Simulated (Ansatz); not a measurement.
A structure relaxed at PBE-D4/def2-SVPD in Ansatz, charge -1, doublet:

```xyz
5

As   -1.158    0.350   -1.351
As    0.516   -0.556    0.204
Se   -1.846    2.291   -0.448
Se    1.334   -2.537   -0.507
Se    1.154    0.453    2.103
```

Problem. Give its formula and point group.

Solution. As2Se3⁻. Point group Cs (tolerance 0.1 Å).

Problem. Summarise the bond lengths by kind (pairs closer than 1.2 times the sum of covalent radii, bridged metal pairs left out).

Solution. 3 × As–Se 2.24 to 2.26 Å; 1 × As–As 2.46 Å.

Another isomer (doublet) lies 0.46 eV lower at PBE0-D4/def2-TZVPD; other spin states weren't run for this one.
